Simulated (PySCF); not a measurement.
# Working with the constants of RbP

TPSS constants of RbP, ³Σ⁻ (triplet), unpaired electrons π ↑↑ (PySCF, spin-free X2C with a Gaussian nucleus, basis sets Rb x2c-TZVPPall, P x2c-TZVPPall; masses 84.9118 and 30.9738 u):

* ωe: 177.3 cm⁻¹
* ωexe: 0.737 cm⁻¹
* Be: 0.074451 cm⁻¹
* αe: 0.000421 cm⁻¹
* De to Rb + P: 1.54 eV

Problem. What force constant and bond length do these constants imply?

Solution. Reduced mass μred = 22.695 u; k = 5.8918×10⁻⁷·μred·ωe² (u, cm⁻¹, mdyn/Å) = 0.420 mdyn/Å; Re = √(16.8576/(μred·Be)) (u, cm⁻¹, Å) = 3.159 Å.

Problem. Estimate the centrifugal constant D from the Kratzer relation and find the Dunham coefficient a1.

Solution. D = 4Be³/ωe² = 5.25e-08 cm⁻¹; a1 = −1 − αeωe/(6Be²) = -3.24.

Spin–orbit coupling is left out. The state was picked by a PBE0 search and need not be the measured ground state.
